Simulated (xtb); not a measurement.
Ge₃H₈, SMILES [GeH3][GeH2][GeH3]. All values are semi-empirical tight-binding results from xtb (GFN2-xTB unless named), good for trends rather than for accurate numbers. Coordinates come from a GFN2-xTB optimisation.

Optimised geometry:

Bonded distances (Å): Ge1–Ge2 2.381, Ge1–H4 1.499, Ge1–H5 1.500, Ge1–H6 1.500, Ge2–Ge3 2.381, Ge2–H7 1.512, Ge2–H8 1.513, Ge3–H9 1.500, Ge3–H10 1.500, Ge3–H11 1.499. Angles (°): Ge2–Ge1–H4 113.4, Ge2–Ge1–H5 113.5, Ge2–Ge1–H6 113.4, H4–Ge1–H5 105.3, H4–Ge1–H6 105.4, H5–Ge1–H6 105.0, Ge1–Ge2–Ge3 117.4, Ge1–Ge2–H7 109.0, Ge1–Ge2–H8 109.1, Ge3–Ge2–H7 109.1, Ge3–Ge2–H8 109.1, H7–Ge2–H8 101.9, Ge2–Ge3–H9 113.5, Ge2–Ge3–H10 113.4, Ge2–Ge3–H11 113.4, H9–Ge3–H10 104.9, H9–Ge3–H11 105.4, H10–Ge3–H11 105.3.

For metal compounds this method's bond lengths and energies can be far off.

Computed properties:
- orbital gap: 5.82 eV
- zero-point energy: 36.2 kcal/mol
- G − E(el) at 298.15 K (modified RRHO): 14.0 kcal/mol

Computed atomic charges and the Wiberg bond orders between heavy atoms:
charges (e) Ge1 0.08, Ge2 0.09, Ge3 0.08, H4 -0.03, H5 -0.03, H6 -0.03, H7 -0.04, H8 -0.04, H9 -0.03, H10 -0.03, H11 -0.03. Bond orders Ge1–Ge2 0.69, Ge2–Ge3 0.69.
